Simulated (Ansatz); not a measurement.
## Ansatz (development build ahead of 0.2.0) run

```yaml
crystal:
  periodic: [false, false, false]
  atoms:
    - { symbol: H, position_ang: [1.6686, 0.0, 0.0] }
    - { symbol: H, position_ang: [1.34993, 0.95221, 0.0] }
    - { symbol: H, position_ang: [0.51563, 1.54071, 0.0] }
    - { symbol: H, position_ang: [-0.51563, 1.54071, 0.0] }
    - { symbol: H, position_ang: [-1.34993, 0.95221, 0.0] }
    - { symbol: H, position_ang: [-1.6686, 0.0, 0.0] }
    - { symbol: H, position_ang: [-1.34993, -0.95221, 0.0] }
    - { symbol: H, position_ang: [-0.51563, -1.54071, 0.0] }
    - { symbol: H, position_ang: [0.51563, -1.54071, 0.0] }
    - { symbol: H, position_ang: [1.34993, -0.95221, 0.0] }
basis:
  gaussian: { orbitals: "6-31G" }
hamiltonian:
  xc: hf
```

The input is written out in the form of the current development build from the run's settings.

Output:

- Converged: yes
- Total energy: -5.37372 hartree
- Spin squared of the determinant: 0.000

Caution: stretched shape with no unrestricted run beside it, a lower state can exist.
